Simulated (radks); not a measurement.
Results of a calculation; reference values are marked as such.
Ionisation of Ru, [Kr] 4d7 5s1, to Ru+, [Kr] 4d7, under several functionals. Scalar-relativistic Kohn-Sham, spin-polarised, spherical densities, finite nucleus; open shells are filled with parallel spins first (spin-orbit coupling, left out, can overturn this in heavy ions); a radial shooting solver on a logarithmic mesh with Libxc functionals.

\begin{tabular}{lrrrrrr}
functional & E(Ru) (hartree) & Exc (hartree) & IE (eV) & -e(HOMO) (eV) & <r> HOMO (bohr) & IE error (eV) \\ \hline
BLYP & -4531.29392 & -133.99330 & 7.698 & 3.879 & 1.753 & +0.337 \\
RPBE & -4531.04318 & -133.75756 & 7.670 & 3.753 & 1.730 & +0.309 \\
SCAN & -4531.73919 & -134.30426 & 7.901 & 3.525 & 1.727 & +0.541 \\
AM05 & -4526.47904 & -129.14304 & 7.762 & 3.857 & 1.723 & +0.401 \\
exchange-only LDA & -4522.18158 & -124.76136 & 7.343 & 2.687 & 1.740 & -0.018 \\
LDA (Slater exchange, VWN5 correlation) & -4526.28605 & -128.93945 & 8.041 & 4.181 & 1.733 & +0.680 \\
PBEsol & -4528.43082 & -131.10950 & 7.810 & 3.855 & 1.721 & +0.450 \\
XLYP & -4531.75806 & -134.46223 & 7.724 & 3.914 & 1.757 & +0.364 \\
Wu-Cohen GGA & -4530.09534 & -132.79570 & 7.821 & 3.824 & 1.715 & +0.460 \\
LDA (Slater exchange, Perdew-Wang correlation) & -4526.26763 & -128.92053 & 8.033 & 4.184 & 1.734 & +0.673 \\
\end{tabular}

NIST Atomic Spectra Database: 7.361 eV (measured). Closest: exchange-only LDA. The Delta-SCF values span 0.70 eV, the total energies 9.58 hartree. The highest occupied level is 4d. Open shells are spherical and high-spin; term and fine-structure splittings are not resolved.
